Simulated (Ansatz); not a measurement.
The inner images of a band of Cl3H4N2Ta + H4Si (15 atoms, charge 0, multiplicity 1) are given out of order.

The calculation used RKS PBE/def2-SVP (Ansatz 0.2.0).

Initial state:

```xyz
15
Properties=species:S:1:pos:R:3
Ta -0.036 0.818 0.244
N 1.862 0.560 -0.113
H 2.562 0.188 0.538
H 2.280 0.770 -1.029
N -0.302 0.243 2.134
H -0.672 -0.675 2.406
H -0.350 0.900 2.921
Cl -1.076 1.642 -1.706
Cl -0.045 2.997 1.175
Cl -0.885 -1.347 -0.249
Si 1.804 -3.589 -1.591
H 1.122 -4.260 -0.434
H 0.827 -3.347 -2.704
H 2.914 -4.474 -2.089
H 2.397 -2.282 -1.143
```

Final state:

```xyz
15
Properties=species:S:1:pos:R:3
Ta -0.076 -0.027 -0.221
N 2.296 0.204 -0.371
H 2.747 -0.105 0.502
H 2.558 1.191 -0.511
N 0.085 -0.865 1.574
H 0.316 -1.819 1.868
H -0.227 -0.310 2.386
Cl 0.199 0.045 -2.590
Cl 0.314 2.151 0.665
Cl -2.386 -0.196 -0.411
Si 0.822 -2.532 -0.761
H 1.107 -3.354 0.487
H -0.174 -3.327 -1.571
H 2.121 -2.563 -1.545
H 2.702 -0.350 -1.140
```

Put them in order from the first end to the last, with their energies above the first end.
A.
```xyz
15
Properties=species:S:1:pos:R:3
Ta 0.030 0.489 0.006
N 1.989 0.773 0.169
H 2.640 0.279 0.786
H 2.502 1.269 -0.571
N 0.228 -0.274 1.848
H -0.321 -1.047 2.238
H 0.961 0.012 2.508
Cl 0.240 0.714 -2.357
Cl -0.961 2.529 0.447
Cl -1.600 -1.213 -0.226
Si 1.324 -3.085 -1.305
H 0.899 -4.056 -0.241
H 0.277 -2.967 -2.370
H 2.626 -3.539 -1.903
H 1.569 -1.742 -0.667
```
B.
```xyz
15
Properties=species:S:1:pos:R:3
Ta 0.017 0.033 -0.148
N 2.125 0.303 -0.028
H 2.732 0.081 0.769
H 2.656 0.744 -0.788
N 0.409 -0.433 1.746
H -0.328 -0.907 2.286
H 1.216 -0.255 2.351
Cl 0.513 0.715 -2.380
Cl -1.321 1.932 0.193
Cl -1.848 -1.406 -0.185
Si 1.059 -2.549 -1.094
H 0.742 -3.548 -0.013
H 0.171 -2.773 -2.285
H 2.476 -2.845 -1.552
H 1.785 -0.946 -0.511
```
C.
```xyz
15
Properties=species:S:1:pos:R:3
Ta -0.159 -0.176 -0.157
N 2.166 0.187 -0.134
H 2.641 0.274 0.775
H 2.419 1.010 -0.700
N 0.307 -0.595 1.727
H -0.421 -1.016 2.321
H 1.154 -0.472 2.291
Cl 0.289 0.352 -2.466
Cl -0.409 2.194 0.135
Cl -2.215 -1.200 -0.118
Si 0.834 -2.558 -1.026
H 0.753 -3.686 -0.017
H 0.167 -3.042 -2.290
H 2.321 -2.482 -1.372
H 2.555 -0.647 -0.607
```
D.
```xyz
15
Properties=species:S:1:pos:R:3
Ta -0.117 -0.095 -0.215
N 2.230 0.142 -0.357
H 2.680 -0.131 0.528
H 2.471 1.130 -0.531
N 0.116 -0.614 1.706
H -0.086 -1.543 2.098
H 0.499 -0.019 2.450
Cl 0.052 0.397 -2.549
Cl 0.239 2.176 0.469
Cl -2.240 -1.003 -0.381
Si 0.811 -2.563 -0.841
H 0.671 -3.560 0.292
H 0.132 -3.172 -2.044
H 2.297 -2.562 -1.170
H 2.651 -0.439 -1.095
```
E.
```xyz
15
Properties=species:S:1:pos:R:3
Ta -0.049 0.661 0.165
N 1.912 0.635 0.083
H 2.534 0.339 0.840
H 2.433 0.878 -0.767
N -0.042 0.121 2.092
H -0.254 -0.816 2.454
H 0.157 0.754 2.879
Cl -0.135 1.075 -2.181
Cl -0.798 2.798 0.725
Cl -1.179 -1.385 -0.167
Si 1.557 -3.380 -1.552
H 0.985 -4.312 -0.520
H 0.512 -3.036 -2.572
H 2.715 -4.056 -2.236
H 2.056 -2.134 -0.880
```

E (+0.06 eV), A (+0.19 eV), B (+1.25 eV), C (+0.33 eV), D (+0.17 eV).

Time of the run: 8 min on 4 threads of Arm Neoverse V1 (shared host), peak memory 0.31 GiB.
